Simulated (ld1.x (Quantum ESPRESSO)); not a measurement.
# Ranking TM potentials for Al

All share these settings but for the change named:

```
Element                 : aluminium
Generator               : ld1.x (Quantum ESPRESSO) 7.5
Type                    : norm-conserving Troullier–Martins (Kleinman–Bylander form)
Functional              : PBE
Relativity              : scalar-relativistic
Frozen core             : [Ne]
Valence charge          : 3
Reference configuration : 3s2 3p1
Partial waves           : 3p (bound): rc 1.95 bohr; 3d channel at -0.15 Ry: rc 1.60 bohr; 3s (bound): rc 1.45 bohr
Local potential         : the s channel
Core correction         : a·sin(br)/r model core, default radius (core density twice the valence density)
```

Cutoff: the first of the cutoffs (Ry, on a coarse ladder) from which the occupation-weighted sum of valence levels, in a spherical-Bessel basis at the reference potential, stays within 10 and 1 mRy of its value at 400 Ry; the density cutoff is not measured.

The base gives 35 Ry.

Of 6 variants that were run, those that failed, showed a ghost or another fault, or gave nearly equal values are left out.

**Question.** Rank these variants from softest to hardest (loose cutoff).
A. all radii but the core radius scaled by about 1.04 (s 1.52, p 2.04, d 1.66 bohr)
B. all radii but the core radius scaled by about 1.35 (s 1.96, p 2.64, d 2.16 bohr)
C. all radii but the core radius scaled by about 0.86 (s 1.26, p 1.68, d 1.38 bohr)
D. all radii but the core radius scaled by about 0.80 (s 1.16, p 1.54, d 1.28 bohr)

**Answer.** B (10 Ry), A (25 Ry), C (50 Ry), D (120 Ry).
